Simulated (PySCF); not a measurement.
Al(Cl)(SeH)2 (AlClH2Se2), SMILES [Cl][Al]([SeH])[SeH]. The structure is a stationary point at B3LYP-D3(BJ)/def2-SVP. The structure was generated by enumeration; whether it is a known compound was not checked. One conformer was computed; it need not be the lowest.

Computed equilibrium geometry at B3LYP-D3(BJ)/def2-SVP (PySCF confirms it by a frequency run) as a Z-matrix, and its point group (one conformer of several):
point group C2v.
```
Al
Cl 1 2.1050
Se 1 2.3133 2 117.13
H 3 1.4768 1 92.52 2 180.00
Se 1 2.3133 2 117.13 3 180.00
H 5 1.4768 1 92.52 2 180.00
```
Charge 0, spin multiplicity 1.
